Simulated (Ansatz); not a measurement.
Ideal-gas functions of `ClC(Br)Br` at 400 K and 1 bar, from an Ansatz frequency run at PBE0-D4/def2-TZVP.

Molar mass 208.28 g/mol, point group Cs (symmetry number 1), electronic degeneracy 1, moments of inertia 203.76, 411.419, 603.189 u Å². Harmonic wavenumbers (cm⁻¹, unscaled): 167, 201, 284, 580, 679, 769, 1171, 1214, 3194.

Use S(trans) = R[1.5 ln M + 2.5 ln T − 1.1517]; rotational temperatures θ = 24.2544 K / I; S(rot) = R[ln(√π/σ · √(T³/θAθBθC)) + 1.5]; for each mode x = 1.438777 ν̃/T, S = R[x/(eˣ − 1) − ln(1 − e⁻ˣ)] and H = RT x/(eˣ − 1); 1 cm⁻¹ = 0.0119627 kJ/mol; R = 8.31446 J/(mol·K).

By hand: the entropy, in J/(mol·K).

Translation 181.5. Rotation: θ = 0.119, 0.059, 0.0402 K, giving 125.9. Vibration, mode by mode: 12.68, 11.19, 8.49, 3.56, 2.69, 2.08, 0.65, 0.57, 0.00, in all 41.9. Electronic 0.0. Sum 349.3 J/(mol·K).

By hand: H − E and G − E in kJ/mol, counted from the electronic energy.

Zero-point energy ½ × 8259 × 0.0119627 = 49.4; thermal vibration 9.4; translation, rotation and pV give 4 RT = 13.3. H − E = 72.1 kJ/mol, and G − E = 72.1 − 400 × 349.3/1000 = -67.6 kJ/mol.

Vibration gives 12 % of the entropy.
